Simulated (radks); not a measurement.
Spherical quantum dot in the effective-mass picture: electrons in a hard-walled sphere of unknown radius, all in effective atomic units (hartree* = m*/eps^2 hartree, bohr* = eps/m* bohr), one dielectric constant everywhere. Calculated with a radial shooting solver with Libxc functionals: non-relativistic Kohn-Sham, LDA (Slater exchange, Perdew-Wang correlation), spin-polarised, spherical densities. Levels are named by radial order and angular momentum (1s, 1p, 1d, 2s, ...), and open shells are averaged over m. Each electron was tried in the lowest free levels, single moves between levels near the top were tried too, and the lowest total energy was kept; such a search can miss a lower state. The values of mu = E(N) - E(N-1) (hartree*) for N = 2 to 12 are 0.89930, 1.6578, 2.0240, 2.3984, 2.8720, 3.2309, 3.5963, 4.4195, 4.7743, 5.1307, 5.4880. Estimate radius.

Answer. radius = 3.41 (effective atomic units). The first electron has mu near pi^2/(2 R^2) without a central charge, and the charging energy goes as 1/R.
